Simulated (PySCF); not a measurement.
C2H6N2OSi, SMILES N[Si@@H]1COC=N1. The structure is a stationary point at B3LYP-D3(BJ)/def2-SVP. The structure was generated by enumeration; whether it is a known compound was not checked. One conformer was computed; it need not be the lowest.

Problem. Give the equilibrium geometry at B3LYP-D3(BJ)/def2-SVP (PySCF confirms it by a frequency run) as a Z-matrix. (Estimate from the structure and the level; the computed values follow.)

Solution. This is not unique; one that fits is 
```
Si
N 1 1.7217
H 2 1.0153 1 119.65
H 2 1.0160 3 110.83 1 147.69
N 1 1.7702 2 117.93 3 96.88
C 5 1.2698 1 108.35 2 116.21
O 6 1.3596 5 124.84 1 0.93
H 6 1.1012 5 125.13 1 -178.90
C 7 1.4494 6 111.87 8 -179.98
H 9 1.1014 7 107.97 6 120.92
H 9 1.1020 10 107.82 7 -116.68
H 1 1.4848 2 106.05 3 -30.02
```
